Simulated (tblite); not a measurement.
Run record: tight-binding relaxation, `CC#[N+][B@@H-]1OCC[C@H]1C`.

Computed with GFN2-xTB geometry optimisation, gas phase (tblite 0.8.0). Start geometry: from a force field or distance geometry. The input is one job of a driver script: a line of settings, then coordinates in Å.

Command:
```bash
OMP_NUM_THREADS=1 python probes_run.py task.json out
```

Input:
```
{"job": {"kind": "relax", "xc": "GFN2-xTB", "basis": "xTB"}, "charge": 0, "multiplicity": 1}
C      3.843900     0.721900    -0.044300
C      2.433000     0.423300     0.251100
N      1.341300     0.173100     0.504300
B     -0.091200    -0.127100     0.799800
O     -0.248600    -1.599400     1.005700
C     -1.022600    -2.068900    -0.084300
C     -1.871400    -0.932100    -0.628900
C     -1.028500     0.309100    -0.406300
C     -1.878500     1.538800    -0.100400
H      4.389800    -0.221100    -0.200300
H      4.282300     1.278700     0.803100
H      3.882400     1.342800    -0.959500
H     -0.405900     0.422100     1.827600
H     -0.333800    -2.449400    -0.879700
H     -1.665800    -2.898000     0.259200
H     -2.109300    -1.085900    -1.689000
H     -2.821300    -0.884700    -0.043100
H     -0.422300     0.492900    -1.319000
H     -1.224800     2.423600     0.071400
H     -2.544900     1.765600    -0.955600
H     -2.512600     1.391800     0.808300
```

Output:
```
step      E/eV     max force
  0    -739.41207    1.990
  1    -739.53340    2.201
  2    -739.51605    3.954
  3    -739.60404    0.600
  4    -739.61680    0.522
  5    -739.64508    0.319
  6    -739.65261    0.264
  7    -739.66170    0.175
  8    -739.66498    0.126
  9    -739.66781    0.111
... (93 lines left out)
103    -739.71852    0.030
104    -739.71886    0.119
105    -739.71886    0.154
106    -739.71907    0.021
107    -739.71912    0.030
108    -739.71916    0.031
109    -739.71918    0.017
110    -739.71922    0.017
111    -739.71924    0.012
112    -739.71925    0.009
```

«max force» is the largest atomic force in eV/Å.

Question: From which step on does the largest force stay under 0.1 eV/Å, and how much energy is left to gain from there?

Answer: From step 106 (0.021 eV/Å), 0.2 meV above the end.

Main results: energy lowered by 7.1 kcal/mol over 112 steps; largest atomic force 0.009 eV/Å at the end.

Question: How long does this job take on Intel Xeon at 2.50 GHz, one thread, no GPU, shared host with 64 logical CPUs at a one-minute load of 63?

Answer: About 2.7 s.
Labels such as C1 count atoms from 1, the log's own numbers from 0.
